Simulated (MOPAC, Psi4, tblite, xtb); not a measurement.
Dimer H2O ··· CS2 (SMILES O and S=C=S) at R = 3.42 Å between the centres of mass, closest contact 3.29 Å (a higher rigid-body minimum at GFN2-xTB). Geometry in Å and degrees:

```
6

O     -0.001     0.390     0.000
H      0.765    -0.193     0.000
H     -0.765    -0.196     0.000
S     -0.488     0.758    -3.914
C     -0.274    -0.640    -3.273
S     -0.061    -2.038    -2.632
```

GFN2-xTB (tblite); SAPT0/jun-cc-pVDZ, frozen core (Psi4); B3LYP/def2-TZVP, counterpoise-corrected (Psi4); B3LYP-D3(BJ)/def2-TZVP, counterpoise-corrected (Psi4); PBE/def2-TZVP, counterpoise-corrected (Psi4); PBE-D3(BJ)/def2-TZVP, counterpoise-corrected (Psi4); HF/aug-cc-pVTZ, counterpoise-corrected (Psi4); MP2/aug-cc-pVTZ = Psi4 1.11 with DF-MP2/aug-cc-pVTZ, frozen core, counterpoise-corrected; SCS-MP2/aug-cc-pVTZ = DF-SCS-MP2/aug-cc-pVTZ, frozen core, counterpoise-corrected run with Psi4; AM1, restricted, heats of formation (MOPAC); PM7, restricted, heats of formation (MOPAC); GFN1-xTB (xtb).

### Question
What interaction energy does each level give?

### Answer

```json
[
 {"method": "GFN1-xTB", "E_int / kJ/mol": "-4.48"},
 {"method": "PBE-D3(BJ)/def2-TZVP", "E_int / kJ/mol": "-4.19"},
 {"method": "GFN2-xTB", "E_int / kJ/mol": "-4.05"},
 {"method": "B3LYP-D3(BJ)/def2-TZVP", "E_int / kJ/mol": "-3.89"},
 {"method": "MP2/aug-cc-pVTZ", "E_int / kJ/mol": "-3.45"},
 {"method": "PM7", "E_int / kJ/mol": "-1.97"},
 {"method": "SCS-MP2/aug-cc-pVTZ", "E_int / kJ/mol": "-1.87"},
 {"method": "SAPT0/jun-cc-pVDZ", "E_int / kJ/mol": "-1.16"},
 {"method": "PBE/def2-TZVP", "E_int / kJ/mol": "-0.50"},
 {"method": "B3LYP/def2-TZVP", "E_int / kJ/mol": "2.03"},
 {"method": "AM1", "E_int / kJ/mol": "2.81"},
 {"method": "HF/aug-cc-pVTZ", "E_int / kJ/mol": "2.96"}
]
```
